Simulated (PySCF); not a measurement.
A geometry optimisation on `Nc1ccccc1I`.

Computed with PBE0-D3(BJ)/def2-SVP geometry optimisation, gas phase, def2 core potentials past Kr (PySCF 2.14.0). Start geometry: GFN2-xTB. The input is one job of a driver script: a line of settings, then coordinates in Å.

Input:
```
{"job": {"xc": "PBE0", "basis": "def2-SVP", "d3": "d3bj", "grid": 1, "maxiter": 30, "shake": 0.01, "kind": "geom"}, "charge": 0, "multiplicity": 1}
N      2.228870    -0.515080     0.025120
C      0.862560    -0.222940    -0.007070
C     -0.083060    -1.264430     0.043350
C     -1.385190    -1.011960     0.088620
C     -1.895920     0.280520     0.063360
C     -0.997680     1.342250     0.016210
C      0.371570     1.081450    -0.020230
I      1.713250     2.744130    -0.115790
H      2.839530     0.247530    -0.241310
H      2.493040    -1.431020    -0.183020
H      0.298080    -2.280230     0.076640
H     -2.104070    -1.841360     0.142210
H     -2.980890     0.497240     0.093370
H     -1.367240     2.358800     0.010790
```

Output:
```
step   0  E = -584.18436842  max force = 0.068639
step   1  E = -584.18610601  max force = 0.019104
step   2  E = -584.18951474  max force = 0.007326
step   3  E = -584.18855585  max force = 0.023701
step   4  E = -584.19077085  max force = 0.001231
step   5  E = -584.19076490  max force = 0.002186
step   6  E = -584.19081516  max force = 0.001152
step   7  E = -584.19083459  max force = 0.000882
step   8  E = -584.19085971  max force = 0.001019
step   9  E = -584.19085369  max force = 0.001497
step  10  E = -584.19087270  max force = 0.000236
optimisation converged
```

Energies in Eh; «max force» is the largest Cartesian gradient component in Eh/bohr.

Question: Give the first gradient maximum in eV/Å.

Answer: With 1 Eh/bohr = 51.422 eV/Å, 3.530 eV/Å.

Question: At which steps does the energy rise by more than 1e-5 Eh?

Answer: At step 3 (+0.96 mEh).

In short: final energy -584.19087 Eh after 10 steps; dipole 1.91 D.

Question: How long does this job take on Intel Xeon Platinum 8488C, one thread, no GPU (shared host)? And the peak memory of the process?

Answer: About 2.1 min, with 0.64 GiB resident at the peak, the Python interpreter and its libraries included.
Labels such as C1 count atoms from 1, the log's own numbers from 0.
